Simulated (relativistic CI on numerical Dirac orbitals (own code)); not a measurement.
# Slater and spin-orbit integrals, Ir26+

Method of calculation: Dirac-Coulomb-Breit CI, orbitals from a KLI potential per configuration, QED by a radiative potential, unscaled Slater integrals (own radial code, finite nucleus).

Slater integrals F^k, G^k are unscaled and averaged over j, outside the closed core [Ar] 3d10 4p6 4d10; ζ comes from projecting the Hamiltonian with its Breit term on Σ l·s of the shell.

- 4s2 4f5: F^2(4f,4f) = 242590, F^4(4f,4f) = 157610, F^6(4f,4f) = 115090, ζ(4f) = 9680.7 cm⁻¹; <r>(4f) = 0.4289, <r^2>(4f) = 0.2118 (bohr units).
- 4s2 4f4 5s: F^2(4f,4f) = 245220, F^4(4f,4f) = 159430, F^6(4f,4f) = 116450, ζ(4f) = 9927.3, G^3(4f,5s) = 34767 cm⁻¹; <r>(4f) = 0.425, <r^2>(4f) = 0.2079, <r>(5s) = 0.766, <r^2>(5s) = 0.6536 (bohr units).
- 4s2 4f3 5s2: F^2(4f,4f) = 248090, F^4(4f,4f) = 161410, F^6(4f,4f) = 117940, ζ(4f) = 10177 cm⁻¹; <r>(4f) = 0.4209, <r^2>(4f) = 0.2037 (bohr units).

Averages of the first 8 configurations, taken without configuration mixing, which lowers the lowest level and can move excited configurations by several eV; other configurations of the list can lie among them:

| Configuration | Parity | States | Average energy above the lowest level (eV) |
| --- | --- | --- | --- |
| 4s2 4f5 | odd | 2002 | 21.3 |
| 4s2 4f4 5s | even | 2002 | 137.4 |
| 4s2 4f3 5s2 | odd | 364 | 264.0 |
| 4s2 4f4 5p | odd | 6006 | 204.2 |
| 4s2 4f3 5s 5p | even | 4368 | 327.9 |
| 4s2 4f3 5p2 | odd | 5460 | 397.6 |
| 4s 4f6 | even | 6006 | 669.3 |
| 4s2 4f4 6s | even | 2002 | 420.7 |
